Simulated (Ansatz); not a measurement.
Series MoX4: gap (eV) at several levels, gas phase, relaxed structures; Ansatz. Core potentials for I, Mo in the def2 sets, no spin–orbit coupling. HOMO and LUMO are taken over both spins. Singlets are spin-restricted. Names give formal oxidation states. The structures are stationary points that may keep the symmetry of their start.

| species | state | geometry | PBE-D4/def2-SVP | r2SCAN-D4/def2-TZVP | PBE0-D4/def2-SVP | PBE0-D4/def2-TZVP |
| --- | --- | --- | --- | --- | --- | --- |
| MoH4 | triplet | r2SCAN-D4/def2-TZVP | 2.13 | 3.16 | 5.07 | 5.07 |
| MoI4 | triplet | r2SCAN-D4/def2-SVP | 1.09 | 1.47 | 3.04 | 3.05 |
| MoBr4 | triplet | PBE-D4/def2-SVP | 1.25 | 1.68 | 3.45 | 3.48 |
| Mo(OH)4 (MoO4H4) | triplet | r2SCAN-D4/def2-SVP | 1.39 | 2.31 | 4.28 | 4.30 |
| Mo(OSiH3)4 (Si4MoO4H12) | triplet | PBE-D4/def2-SVP | 1.32 | 2.00 | 4.16 | 4.13 |

Task: Estimate the column for PBE-D4/def2-TZVP.

Result: MoH4 2.14; MoI4 1.10; MoBr4 1.28; Mo(OH)4 (MoO4H4) 1.44; Mo(OSiH3)4 (Si4MoO4H12) 1.32.

Over the 5 species that have every level, the mean is 1.44 at PBE-D4/def2-SVP, 1.46 at PBE-D4/def2-TZVP, 2.12 at r2SCAN-D4/def2-TZVP, 4.00 at PBE0-D4/def2-SVP, 4.00 at PBE0-D4/def2-TZVP. Orbital gaps grow with the share of exact exchange and aren't one observable across functionals.
